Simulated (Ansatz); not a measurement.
The same ligand exchange along the group Ti, Zr, Hf.

Isolated molecules relaxed with PBE0-D4/def2-TZVP in Ansatz; ΔE leaves out vibrations. CCSD(T)/CBS adds triple-zeta CCSD(T) − MP2 to the extrapolated MP2 energy (def2 sets, frozen cores). This one scheme is used for every species. Functionals use def2-TZVPP. B3LYP here is the variant with VWN-RPA as its local correlation; programs differ in this. Elements past krypton have def2 core potentials. For Hf, Ti, Zr outer-core shells are correlated without core-valence functions, which leaves a few kJ/mol of doubt a bond. Scalar relativity is left out up to krypton. One conformer a species, not always the lowest.

| reaction | CCSD(T)/CBS(def2) (kJ/mol) |
| --- | --- |
| `[OH][Ti]([F])([SH])[Cl]` + H–F → `[OH][Ti]([F])([F])[SH]` + HCl | -8 |
| `[OH][Zr]([F])([SH])[Cl]` + H–F → `[OH][Zr]([F])([F])[SH]` + HCl | -7 |
| `[OH][Hf]([F])([SH])[Cl]` + H–F → `[OH][Hf]([F])([F])[SH]` + HCl | ? |

(1) Fill in the missing values. (Best estimate.)

Largest T1 diagnostic: 0.025, for `[OH][Ti]([F])([SH])[Cl]`, so its coupled-cluster energy is less sure.

Results:

(1) Ansatz gave: `[OH][Hf]([F])([SH])[Cl]` + H–F → `[OH][Hf]([F])([F])[SH]` + HCl: -10.2 kJ/mol.
